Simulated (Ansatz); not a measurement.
Correlation energies of C2H7BOS by basis set

```xyz
12

C    -1.516   -0.095    0.244
B    -0.209    0.055   -0.644
C     1.153   -0.419   -0.072
O     1.320   -1.018    1.127
S     1.003    1.579    0.049
H    -2.264    0.660   -0.009
H    -1.358   -0.021    1.328
H    -1.976   -1.071    0.051
H    -0.293    0.161   -1.835
H     2.033   -0.571   -0.690
H     0.456   -1.104    1.547
H     1.651    1.844   -1.096
```

Total charge 0; spin multiplicity 1. The bonds changed during the relaxation, so this is another structure than the one it started from. Geometry: relaxed with PBE0-D4/def2-TZVP. It is one conformer, not always the lowest. Frozen core, restricted reference, the Gaussian-basis code of Ansatz. CBS rows extrapolate triple and quadruple zeta; past MP2 they add the triple-zeta difference.

```csv
basis,HF (Eh),MP2 corr.
def2-TZVPP,-576.95290,-0.88243
def2-QZVPP,-576.97247,-0.94607
```

Problem. Estimate the CCSD correlation energy and the (T) correction in each basis where they were run (hartree).

Solution. 
```csv
basis,CCSD corr.,(T)
def2-TZVPP,-0.92874,-0.04047
CBS(def2),-1.03952,as TZ
```
